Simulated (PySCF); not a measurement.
# Worked example: chemical shift, span and skew from a shielding tensor

C3H5ClOSi, SMILES C#CC[Si@@H](O)Cl. Atoms are numbered in the order given.

```xyz
11

C     -2.7796     1.2575     0.5557
C     -1.9946     0.7405    -0.2085
C     -1.0195     0.0943    -1.0643
Si     0.3204    -0.7605    -0.0512
O      1.3382    -1.6335    -1.0193
Cl     1.3759     0.7147     0.9438
H     -3.4806     1.7230     1.2230
H     -0.5437     0.8240    -1.7424
H     -1.4968    -0.6730    -1.6992
H     -0.2568    -1.7087     0.9258
H      1.9590    -1.1546    -1.5763
```
Charge 0, spin multiplicity 1.

Geometry optimised at PBE0-D3(BJ)/def2-SVP. The structure was generated by enumeration; whether it is a known compound was not checked. One conformer was computed; it need not be the lowest.

GIAO shieldings from PySCF with KT2/pcSseg-1, non-relativistic, no solvent. The symmetric part of the tensor of C1 has the principal values 43.7, 46.5, 257.2 ppm. The same nucleus in TMS has σ = 185.1 ppm at this level (PySCF, at its B3LYP-D3(BJ)/def2-TZVP geometry). Without spin–orbit terms, shifts of atoms bonded to Cl or Br come out too high.

Task: Work out the isotropic shielding, the ¹³C shift against TMS, the span and the skew.

Result: 
σ(iso) = (σ11 + σ22 + σ33)/3 = 115.8 ppm. δ = σ(ref) − σ(iso) = 185.1 − (115.8) = 69.3 ppm.
Span Ω = σ33 − σ11 = 213.5 ppm. Skew κ = 3(σ(iso) − σ22)/Ω = 0.97, an axial tensor. Tumbling in solution averages the tensor to δ; in a static solid the shielding alone would spread this spin-1/2 line over Ω.
